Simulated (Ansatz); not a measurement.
Input for Ansatz (a quantum-chemistry and plane-wave program): R-PBE/def2-TZVPP on BrHOSe (SMILES O[Se]Br), a point of a torsion scan.

Ansatz 0.2 input:
```yaml
crystal:
  periodic: [false, false, false]
  atoms:
    - {symbol: O, position_ang: [-1.16481480, 0.25782988, 0.28540854]}
    - {symbol: Se, position_ang: [0.44532447, 0.92941067, -0.14122974]}
    - {symbol: Br, position_ang: [-0.19074627, 3.02385674, -0.78016549]}
    - {symbol: H, position_ang: [-1.37626015, -0.50893913, -0.25424943]}
basis:
  gaussian:
    orbitals: def2-TZVPP
hamiltonian:
  xc: {name: PBE}
scf: {lower_state_search: off}
```

Problem. Predict the final total energy.

Solution. -5050.7443 hartree.
